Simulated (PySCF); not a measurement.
Job file and geometry (Å, from GFN2-xTB) of an NMR shielding run on `[SiH2]1[C@@](C#CC)([SiH3])S(=O)(=O)C1`, C5H10O2SSi2, PySCF 2.14.0, density-fitted response routines, GIAO PBE0/pcSseg-1 NMR shielding, non-relativistic, gas phase; density fitting, a coarse starting grid and PySCF grid level 2 are the driver's defaults:

```
$ OMP_NUM_THREADS=1 python probes_run.py task.json out

{"job": {"kind": "nmr", "xc": "PBE0", "basis": "pcSseg-1"}, "charge": 0, "multiplicity": 1}
C      3.227062    -1.462115     1.089369
C      2.031328    -0.826310     0.581709
C      1.045390    -0.299209     0.141657
C     -0.148493     0.325576    -0.315967
Si     0.092398     2.169936    -0.763268
Si    -1.331623    -0.742733    -1.374460
C     -2.658021    -0.466565    -0.038938
S     -1.423942     0.413901     0.979633
O     -1.127160    -0.331819     2.169687
O     -1.800480     1.800905     1.131987
H      3.060785    -1.788430     2.115660
H      4.062661    -0.762394     1.071928
H      3.479090    -2.330028     0.479697
H      1.118128     2.135981    -1.819379
H      0.611754     2.902150     0.381332
H     -1.146316     2.690502    -1.333572
H     -1.681982    -0.134469    -2.658684
H     -0.907264    -2.140918    -1.453846
H     -3.028181    -1.336600     0.488229
H     -3.480284     0.193318    -0.286108
```

Task: What does the program print?

Result: 
```
coarse grid: 18680 points
cycle   1  E = -1322.8441949005  dE =  2.128e+00  |g| = 1.154e+00  |ddm| = 4.874e+00
cycle   2  E = -1322.1642415808  dE =  6.800e-01  |g| = 2.223e+00  |ddm| = 4.293e+00
cycle   3  E = -1323.0774628653  dE = -9.132e-01  |g| = 2.769e-01  |ddm| = 3.507e+00
cycle   4  E = -1323.0922094241  dE = -1.475e-02  |g| = 1.405e-01  |ddm| = 4.221e-01
cycle   5  E = -1323.0960362449  dE = -3.827e-03  |g| = 6.408e-02  |ddm| = 1.551e-01
cycle   6  E = -1323.0970226503  dE = -9.864e-04  |g| = 7.727e-03  |ddm| = 6.893e-02
cycle   7  E = -1323.0970357569  dE = -1.311e-05  |g| = 2.334e-03  |ddm| = 1.048e-02
cycle   8  E = -1323.0970368334  dE = -1.077e-06  |g| = 9.623e-04  |ddm| = 3.746e-03
final grid: 167776 points
cycle   9  E = -1323.1794293684  dE = -2.263e-05  |g| = 1.190e-02  |ddm| = 5.532e-02
cycle  10  E = -1323.1793817271  dE =  4.764e-05  |g| = 1.926e-02  |ddm| = 3.586e-02
cycle  11  E = -1323.1794585115  dE = -7.678e-05  |g| = 2.898e-03  |ddm| = 2.408e-02
cycle  12  E = -1323.1794601595  dE = -1.648e-06  |g| = 5.534e-04  |ddm| = 3.031e-03
cycle  13  E = -1323.1794602130  dE = -5.350e-08  |g| = 2.997e-04  |ddm| = 7.433e-04
cycle  14  E = -1323.1794602342  dE = -2.111e-08  |g| = 5.315e-05  |ddm| = 2.895e-04
cycle  15  E = -1323.1794602347  dE = -5.230e-10  |g| = 2.579e-05  |ddm| = 7.949e-05
converged SCF energy = -1323.1794602347

GIAO shielding tensors (ppm)
atom      isotropic    diamagn.    paramagn.     s11        s22        s33       span
  0 C      181.175     255.637     -74.462    173.468    173.982    196.075     22.607
  1 C       86.223     272.172    -185.949      6.186     27.533    224.949    218.763
  2 C      111.849     257.335    -145.486     22.467     33.041    280.041    257.574
  3 C      127.771     269.061    -141.290     84.882    104.962    193.471    108.589
  4 Si     420.639     880.881    -460.242    385.556    418.124    458.236     72.680
  5 Si     409.891     881.659    -471.768    347.595    407.345    474.734    127.139
  6 C      130.428     265.432    -135.004     82.882    107.366    201.037    118.155
  7 S      198.890    1053.644    -854.754     55.714    165.713    375.243    319.529
  8 O       78.609     401.856    -323.247     38.949     70.512    126.365     87.415
  9 O       64.158     401.200    -337.042     35.945     59.238     97.291     61.345
 10 H       29.446      30.199      -0.754     24.041     28.125     36.171     12.129
 11 H       29.570      29.010       0.560     24.146     27.899     36.666     12.520
 12 H       29.616      29.580       0.036     24.289     27.922     36.638     12.349
 13 H       27.718      29.756      -2.038     24.439     25.954     32.761      8.322
 14 H       27.400      29.903      -2.503     24.017     25.850     32.332      8.315
 15 H       27.523      30.243      -2.720     24.142     26.065     32.361      8.219
 16 H       27.111      29.516      -2.405     23.589     25.194     32.549      8.960
 17 H       27.212      29.460      -2.248     23.868     25.322     32.445      8.577
 18 H       28.163      30.892      -2.729     24.724     25.833     33.931      9.207
 19 H       28.161      30.491      -2.330     25.176     26.003     33.305      8.129
```

Size and cost of the density-fitted run: 241 basis functions, 110 s wall time on 1 thread of an Arm Neoverse N1, shared host; peak memory 1.1 GiB.
